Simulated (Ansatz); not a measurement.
`CNC(C)N` + `[CH3][SnH]([F])[SH]` → `C[S][SnH]([CH3])[F]` + `CC(N)N`  (substitution at a C–N bond)

Computed with Ansatz on PBE0-D4/def2-TZVP structures; ΔE is electronic, products minus reactants. CCSD(T)/CBS adds triple-zeta CCSD(T) − MP2 to the extrapolated MP2 energy (def2 sets, frozen cores). Functionals use def2-TZVPP. def2 core potentials past Kr. For Sn outer-core shells are correlated without core-valence functions, which leaves a few kJ/mol of doubt a bond. One conformer a species, not always the lowest.

| level | ΔE (kJ/mol) | difference from CCSD(T)/CBS |
| --- | --- | --- |
| PBE-D4 | -14.0 | 0.8 |
| revPBE-D4 | -14.3 | 0.5 |
| r2SCAN-D4 | -13.0 | 1.8 |
| revPBE | -15.7 | -0.9 |
| r2SCAN | -13.0 | 1.8 |
| BHLYP | -9.1 | 5.7 |
| RPA@PBE/def2-TZVPP | -8.6 | 6.2 |
| HF/def2-SVP | 4.5 | 19.3 |
| MP2/def2-QZVPP | -16.1 | -1.3 |
| CCSD/CBS(def2) | -13.8 | 1.0 |
| CCSD(T)/CBS | -14.8 | 0 |

Largest T1 diagnostic among the species: 0.013.

Leaving LDA and LC-ωPBE aside and taking each functional with its dispersion term where it has one, the values, not all of them listed here, spread over 5.4 kJ/mol, from revPBE-D4 to CAM-B3LYP-D4. LDA lies +8.5 kJ/mol from PBE without D4. At CCSD(T), def2-SVP lies +19.7 kJ/mol from the extrapolated value and def2-TZVPP +4.6 kJ/mol. From BLYP to BHLYP (50 % exact exchange), in def2-TZVPP and without D4, ΔE moves by +3.4 kJ/mol.
